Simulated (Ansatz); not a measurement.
Single points on [MnCl4]- (MnCl4⁻).

```yaml
crystal:
  periodic: [false, false, false]
  atoms:
    - {symbol: Mn, position_ang: [-0.000013, -0.000008, 0.000003]}
    - {symbol: Cl, position_ang: [0.256650, -0.436719, 2.188759]}
    - {symbol: Cl, position_ang: [2.145742, 0.433059, -0.505365]}
    - {symbol: Cl, position_ang: [-0.959942, 1.651580, -1.182377]}
    - {symbol: Cl, position_ang: [-1.442427, -1.647922, -0.501031]}
basis:
  gaussian: {orbitals: STO-3G, initial_orbitals: start.molden}
total_charge: -1
magnetization: {spin_polarized: true, initial_magnetization: 4}
hamiltonian: {xc: hf}
scf: {omitted_lower_state_checks: [starts]}
output: {orbitals: {seedname: orbitals}}
```

The file start.molden holds the orbitals of an earlier run on this structure, at another level or in another basis.

```sh
$ ansatz run in.yaml --threads 4 --pin off --events-out ev --progress --plain --max-ram 8704MiB
```

It prints (some lines left out):

```
Functional definition: HF
  name "HF"
  cite "Fock, Z. Phys. 61, 126 (1930) doi:10.1007/BF01340294"
  parent pbe
  exchange = exact_x
  correlation = 0
these checks for a lower state are left out or cut short: starts
642 factors; integrals over basis functions are off by at most 2.0e-4 eV
mean field evaluation 1: about -80441.0671 eV, gradient 2.4e1 eV
mean field evaluation 2: about -80445.9538 eV, gradient 5.7e0 eV
mean field evaluation 4: about -80446.3936 eV, gradient 2.1e-2 eV
mean field evaluation 8: about -80446.5837 eV, gradient 1.7e-5 eV
mean field -80446.58365213 eV, -2956.3574205631 hartree, gradient 1.9e-5 eV, S^2 6.023604; 0 other end points of the search recorded, 0 dependent functions left out
reference -80446.58365213 eV, -2956.3574205631 hartree; 49, 45 occupied and 5, 9 virtual orbitals, 642 factors
Total energy: -80446.58365213 eV, -2956.3574205631 hartree
Checks for a lower state left out: starts
```

Hardware: 4 threads of Arm Neoverse V1 on a shared host. Wall time 0.55 s.

First input, but with `gaussian: {orbitals: def2-TZVPD, initial_orbitals: start.molden}`, `hamiltonian: {xc: r2scan, dispersion: d4}` (abridged; 16 s):

```
Functional definition: r2SCAN
mean field -81418.10836864 eV, -2992.0602953717 hartree, gradient 1.1e-5 eV, S^2 6.107089
Total energy: -81418.16423586 eV, -2992.0623484539 hartree
Checks for a lower state left out: starts
```

First input, but with `gaussian: {orbitals: def2-TZVPD, initial_orbitals: start.molden}`, `hamiltonian: {xc: {name: revPBE}, dispersion: d4}` (abridged; 5.5 s):

```
Functional definition: revPBE
mean field -81409.60614383 eV, -2991.7478443727 hartree, gradient 6.1e-5 eV, S^2 6.072886
Total energy: -81410.14045829 eV, -2991.7674800671 hartree
Checks for a lower state left out: starts
```

First input, but with `gaussian: {orbitals: def2-TZVPD, initial_orbitals: start.molden}`, `hamiltonian: {xc: {name: CAM-B3LYP}, dispersion: d4}` (abridged; 20 s):

```
Functional definition: CAM-B3LYP
mean field -81424.44754485 eV, -2992.2932558005 hartree, gradient 1.5e-5 eV, S^2 6.103765
Total energy: -81424.67083904 eV, -2992.3014617104 hartree
Checks for a lower state left out: starts
```

The first input with `gaussian: {orbitals: def2-TZVPD, initial_orbitals: start.molden}`, `hamiltonian: {xc: {name: LC-wPBE}}` (abridged; 13 s):

```
Functional definition: LC-wPBE
mean field -81402.16073102 eV, -2991.4742304988 hartree, gradient 2.4e-5 eV, S^2 6.091836
Total energy: -81402.16073103 eV, -2991.4742304992 hartree
Checks for a lower state left out: starts
```

Geometry: PBE-D4/def2-SVPD.

LC-ωPBE has ω = 0.4 bohr⁻¹.
